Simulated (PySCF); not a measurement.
H5BN (cation, charge +1), SMILES B[NH3+], B3LYP/def2-SVP optimised geometry.

```
7

B     -0.72     0.00     0.00
N      0.82     0.00     0.00
H     -1.24    -1.07    -0.04
H     -1.24     1.07     0.00
H      1.14     0.06    -0.99
H      1.24    -0.86     0.38
H      1.24     0.82     0.47
```

Density from B3LYP/def2-TZVP (PySCF) at that geometry.

Minimum of the electron density along straight lines between bonded atoms, close to the bond critical point (lines longer than 1.1 times the sum of covalent radii, or with two minima, are not listed):

| bond | length / Å | ρ at the minimum / e bohr⁻³ | ∇²ρ there / e bohr⁻⁵ | position (fraction from the first atom) |
|---|---|---|---|---|
| B1–N2 | 1.549 | ? | ? | 0.32 |
| B1–H3 | 1.192 | 0.203 | -0.62 | 0.45 |
| B1–H4 | 1.192 | 0.203 | -0.62 | 0.45 |
| N2–H5 | 1.038 | 0.315 | ? | 0.75 |
| N2–H6 | 1.032 | 0.324 | -1.72 | 0.75 |
| N2–H7 | 1.032 | 0.323 | -1.71 | 0.75 |

Question: Fill in the missing entries.

Answer: 
- B1–N2, ρ at the minimum / e bohr⁻³: 0.155
- B1–N2, ∇²ρ there / e bohr⁻⁵: 0.24
- N2–H5, ∇²ρ there / e bohr⁻⁵: -1.61
